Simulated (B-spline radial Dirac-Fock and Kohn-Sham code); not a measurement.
## Electron momentum distribution of Tl³⁷⁺: Compton profiles

System: thallium as Tl³⁷⁺ in the configuration [Kr] 4d8.

Model: the impulse approximation on relativistic Hartree-Fock (Dirac-Fock) wave functions, averaged over the configuration. Program: a radial atomic solver. pz is in atomic units of momentum; subshell profiles are per electron, for a selection of subshells; open shells are spread over both j values by their weights.

```
 pz   J total   J 2p3/2   J 3d5/2   J 4p3/2   J 4d5/2
2.5     1.952    0.0176    0.0291    0.0781    0.0628
  3     1.877    0.0176    0.0291    0.0729    0.0621
  4     1.693    0.0176    0.0291    0.0578    0.0586
  5     1.481    0.0176    0.0289    0.0403    0.0518
  7     1.077    0.0174    0.0282    0.0149    0.0312
 10    0.6958    0.0169    0.0252   0.00755   0.00861
 15    0.4028    0.0151    0.0163   0.00447   0.00327
 20    0.2406    0.0123   0.00827   0.00107   0.00264
 30   0.09606   0.00655   0.00164  0.000503  0.000662
 40   0.04509   0.00298  0.000328  0.000321  0.000135
 60   0.01440  0.000577  1.99e-05  6.53e-05  8.03e-06
100  0.003073  3.58e-05    < 1e-6  3.65e-06    < 1e-6
```

Task: What is the peak value J(0), and which subshell contributes most to it?

Result: J(0) = 2.120. The 4p3/2 subshell gives the largest part, 16 %.

Mean momentum ⟨p⟩ by subshell (a.u.): 1s1/2 88.8, 2s1/2 31.7, 2p1/2 41.5, 2p3/2 35.6, 3s1/2 16.1, 3p1/2 19.2, 3p3/2 17.4, 3d3/2 20.9, 3d5/2 20.3, 4s1/2 9.36, 4p1/2 10.5, 4p3/2 9.88, 4d3/2 11.1, 4d5/2 10.9.

Values without a named source are computed, but for edge energies of neutral atoms, which are taken from tables.
